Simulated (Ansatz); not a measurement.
HgSe2⁻. Charge -1, multiplicity 2. Geometry r2SCAN-D4/def2-TZVPD; atoms count from 1.

```xyz
3

Hg   -0.2131   -1.0312   -1.7909
Se   -0.9856    0.8331    0.8424
Se    1.1987    0.1981    0.9485
```

In the def2 sets Hg takes a core potential; there is no spin–orbit coupling. The structure comes from a short search, and lower isomers may exist.

(1) Estimate the Mulliken populations from the PBE0/def2-TZVPD orbitals of Ansatz.

(2) Where does the spin sit?

(3) And the Mayer bond orders between bonded heavy atoms (over 0.3)?

Answers

(1) 
```
atom  charge (e)  spin (α − β)  d electrons
 Hg1       -0.10         -0.02         9.99
 Se2       -0.45          0.51            –
 Se3       -0.45          0.51            –
```
Mulliken values and Mayer orders depend strongly on the basis. With diffuse functions, as here, like atoms can get unlike values, and bond orders can come out too low or too high.

(2) Summed by element: Hg -0.02, Se 1.02, of 1 unpaired in all. Largest on single atoms: Se3 0.51, Se2 0.51, Hg1 -0.02.

(3) Se2–Se3 1.37 (2.28 Å).
